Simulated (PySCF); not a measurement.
Compound: C2H8FNSi2.
Geometry (GFN2-xTB, Å), atoms numbered from 1 in this order:
```
atom  x, y, z in Å
F1     1.373   -2.155    0.252
C2     0.525   -1.173   -0.261
C3    -0.652   -0.956    0.682
Si4   -1.417    0.735    0.287
N5     0.034    1.472   -0.322
Si6    1.442    0.489   -0.543
H7     0.169   -1.587   -1.212
H8    -1.359   -1.783    0.620
H9    -0.264   -0.950    1.702
H10   -2.450    0.672   -0.754
H11   -1.901    1.447    1.472
H12    0.064    2.457   -0.518
H13    2.468    0.718    0.475
H14    1.966    0.614   -1.903
```

PySCF closed-shell single points with density fitting, gas phase. The input was altered on purpose; the results of an altered input aren't properties of the species above.

**Question.** What comes out at HF/pcseg-1 with: level shift 0.9 Eh, at most 71 cycles, bond F1–C2 scaled by 0.5?

**Answer.** E = -810.1943 Eh; HOMO -6.79 eV, LUMO 2.73 eV (gap 9.52 eV), in 25 cycles. The distance F1···C2 goes from 1.396 to 0.698 Å, the nuclear repulsion from 384.38 to 393.15 Eh. Only C2 was moved, along that bond; its nearest neighbour is now F1 at 0.698 Å.

Coordinates of the altered input:
```
atom  x, y, z in Å
F1     1.3729   -2.1555    0.2523
C2     0.9488   -1.6643   -0.0044
C3    -0.6516   -0.9563    0.6819
Si4   -1.4173    0.7355    0.2874
N5     0.0342    1.4724   -0.3221
Si6    1.4421    0.4886   -0.5428
H7     0.1695   -1.5872   -1.2122
H8    -1.3589   -1.7834    0.6200
H9    -0.2640   -0.9500    1.7021
H10   -2.4497    0.6718   -0.7536
H11   -1.9008    1.4471    1.4723
H12    0.0641    2.4575   -0.5180
H13    2.4684    0.7177    0.4747
H14    1.9656    0.6144   -1.9031
```

**Question.** What comes out at OPBE/pcSseg-1 with: at most 60 cycles, all coordinates scaled by 1.03?

**Answer.** E = -814.3932 Eh; HOMO -5.97 eV, LUMO -0.77 eV (gap 5.20 eV), in 11 cycles. The distance F1···C2 goes from 1.396 to 1.438 Å, the nuclear repulsion from 384.38 to 373.18 Eh (it goes as one over the scale factor).

Coordinates of the altered input:
```
atom  x, y, z in Å
F1     1.4141   -2.2202    0.2599
C2     0.5405   -1.2083   -0.2690
C3    -0.6711   -0.9850    0.7024
Si4   -1.4598    0.7576    0.2960
N5     0.0352    1.5166   -0.3318
Si6    1.4854    0.5033   -0.5591
H7     0.1746   -1.6349   -1.2486
H8    -1.3996   -1.8369    0.6386
H9    -0.2719   -0.9785    1.7531
H10   -2.5232    0.6920   -0.7762
H11   -1.9578    1.4905    1.5165
H12    0.0661    2.5312   -0.5335
H13    2.5425    0.7393    0.4890
H14    2.0245    0.6329   -1.9602
```
